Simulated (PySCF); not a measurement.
Computed shifts of a molecule C4H7FSi, PBE0/pcSseg-1 run with PySCF, GIAO, gas phase, atoms alike by connectivity averaged where their shifts nearly agree, in ppm (number of nuclei): ¹⁹F: -189.6 (1). ¹³C: 167.6 (1), 158.8 (1), 93.6 (1), 47.4 (1). ²⁹Si: -85.2 (1). ¹H: 7.49 (1), 5.53 (1), 4.40 (3), 3.28 (2). References: ¹⁹F against CFCl3 (σ = 167.2 ppm); ¹³C against TMS (σ = 186.3 ppm); ²⁹Si against TMS (σ = 352.7 ppm); ¹H against TMS (σ = 31.56 ppm), references at their B3LYP-D3(BJ)/def2-TZVP geometries, non-relativistic. Coordinates come from a TPSSh-D3(BJ)/def2-SVP optimisation. The values are those of a single conformer.

Task: Which structure fits?
A. CC1=C[Si@H](F)C1
B. F[C@@H]1CC=C1[SiH3]
C. C[C@@]1(F)C=C[SiH2]1
D. F[Si@@H]1C=CCC1

Result: B, F[C@@H]1CC=C1[SiH3]
